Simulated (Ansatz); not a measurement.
`N=[C]([SeH])[InH2]`, charge 0, multiplicity 1.

(1) Give a relaxed structure at PBE0-D4/def2-TZVP (Ansatz 0.2.0). (An estimate is asked.)

Answers

(1) Ansatz gave: 
Z-matrix (Å, degrees):
```
C
Se 1 1.916
In 1 2.196 2 115.4
N 1 1.264 2 119.4 3 180.0
H 2 1.473 1 95.6 3 -180.0
H 3 1.717 1 122.7 2 -0.2
H 3 1.726 1 111.0 2 179.9
H 4 1.021 1 111.9 2 -180.0
```
Point group Cs.
